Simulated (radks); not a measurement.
The numbers below are computed, except where a source is named.
These are the eigenvalues of the occupied orbitals of an atom or ion with whole-number occupations (eV). Code: a radial shooting solver on a logarithmic mesh with Libxc functionals. Model: Dirac Kohn-Sham, PBE, spin-unpolarised, spherical densities, point nucleus.

orbital  eigenvalue
1s1/2     -7653.850
2s1/2     -962.1173
2p1/2     -842.9234
2p3/2     -828.1064
3s1/2     -162.6115
3p1/2     -126.6552
3p3/2     -124.6983
3d3/2      -66.0974
3d5/2      -65.8523

Which element is it, and in what charge state? The configuration may be excited. Open shells, if any, are shared by 2j + 1.

Answer. Z = 27, cobalt, charge +4: Co4+ in [Ar] 3d5. The list shows which subshells hold electrons but not how many an open one holds; the 1s level, -281.27 hartree, gives Z - s = 23.7 by -(Z - s)^2/2, which with screening and relativity narrows Z to a few neighbours, and the depths of the outer levels then fix element, charge and occupations together.
